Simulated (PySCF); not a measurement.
## PBE0 on Al⁺ (aluminium, charge +1)

Configuration: [Ne] 3s2, closed-shell 1S. All numbers are calculated (PySCF 2.14, the non-relativistic Hamiltonian (point nucleus), in aug-cc-pwCVQZ).

| Property | Result |
| --- | --- |
| Total energy | -242.0320 hartree |
| One-electron energy | -332.8761 hartree |
| Hartree (Coulomb) energy | 109.0760 hartree |
| Exchange-correlation energy | -18.2319 hartree |
| Kinetic energy | 241.64658 hartree |
| ⟨S²⟩ | 0.0000 |
| ⟨L²⟩ | 0.000 |
| Sum of ⟨r⟩ | 9.882 bohr |
| Sum of ⟨r²⟩ | 16.88 bohr² |
| Density at the nucleus (Gaussians lack the cusp) | 1390 bohr⁻³ |
| Langevin diamagnetic susceptibility | -13.4 ×10⁻⁶ cm³/mol |

| shell | electrons | mean orbital energy (eV) | rms radius, mean of both spins (bohr) |
| --- | --- | --- | --- |
| 1s | 2 | -1537.3 | 0.140 |
| 2s | 2 | -122.83 | 0.684 |
| 2p | 6 | -82.769 | 0.678 |
| 3s | 2 | -15.737 | 2.56 |
